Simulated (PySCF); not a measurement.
C6H10NS (doublet state).
Geometry (GFN2-xTB, Å), atoms numbered from 1 in this order:
```
atom  x, y, z in Å
C1     2.4105   -0.0668   -0.1671
C2     1.1591    0.2057   -0.4822
C3     0.0143    0.1743    0.5091
C4    -1.0634   -0.7470    0.0619
C5    -0.7766   -2.1721   -0.2021
C6    -0.4681    1.5917    0.6826
N7    -1.2089    2.0957   -0.3139
S8    -0.0696    2.4860    1.9941
H9     3.2008   -0.0327   -0.8976
H10    2.6976   -0.3276    0.8380
H11    0.8849    0.4708   -1.4946
H12    0.4305   -0.1550    1.4741
H13   -2.0910   -0.4325    0.1384
H14   -0.9997   -2.7945    0.6739
H15    0.2724   -2.3171   -0.4537
H16   -1.3972   -2.5494   -1.0162
H17   -1.4664    1.5323   -1.1074
H18   -1.5382    3.0445   -0.2492
```

The hyperfine couplings belong to this conformer and change with its torsions.

As a line formula: `C=C[C@H]([CH]C)C(N)=S` [radical].

Computed, not measured: UKS B3LYP, pcH-1 on C H N S, non-relativistic, mean-field spin-orbit, GIAO in PySCF. Geometry: GFN2-xTB, one conformer, isolated molecule. GFN2-xTB frequencies show an imaginary mode (44i cm⁻¹), so this geometry is no minimum at that level. A GFN2-xTB geometry isn't a minimum of the functional, and hyperfine couplings can be far from their values at a DFT geometry. No stability test was run, so a lower SCF solution isn't excluded.

Task: Give the isotropic g value and a_iso(1H) at H12.

Result: g_iso = 2.00261 and a = +120.88 MHz, or +4.313 mT (Mulliken spin population +0.05).

Task: Take this nucleus alone (I = 1/2, g_N = 5.5857) with S = 1/2. Where do its 2 lines fall at 9.647 GHz to first order, to second order and exactly?

Result: First order: B = B0 − a·mI with B0 = 344.179 mT. Second order subtracts a²[I(I+1) − mI²]/(2B0). The exact fields come from the Breit–Rabi levels of H = g μB B Sz − g_N μN B Iz + a S·I.

```
  mI  first order (mT)  second order (mT)  exact (mT)  exact − first order
−1/2           346.335            346.322     346.322               -0.013
+1/2           342.023            342.009     342.009               -0.014
```

Task: What g and a would be read from the two outer exact lines by first-order rules?

Result: Their midpoint, 344.166 mT, gives an apparent g of 2.00269 (true 2.00261), and their distance over 2I an apparent |a| of 4.313 mT (true 4.313).

Task: Give the zero-field levels of this pair of spins.

Result: F = I ± 1/2 = 1 and 0, at a·I/2 = +30.2 MHz and −a(I+1)/2 = -90.7 MHz, that is |a|(I + 1/2) = 120.9 MHz apart; F = 0 lies lower.

Other couplings of abundant isotopes, left aside here: 3 × 1H 75 MHz, 1 × 1H 58 MHz, 1 × 1H 3 MHz, 1 × 14N 2 MHz.

Class means assume fast exchange of nuclei equivalent by connectivity; if that motion is slow, each nucleus keeps its own coupling. H17 and H18 aren't averaged: N7 is flat or nearly so (angle sum 360°), and its turn about the short N7–C6 bond (1.34 Å) is taken as slow. The three 1H nuclei of mean +75.5 MHz run from 16.1 to 145.3 MHz in the frozen geometry.
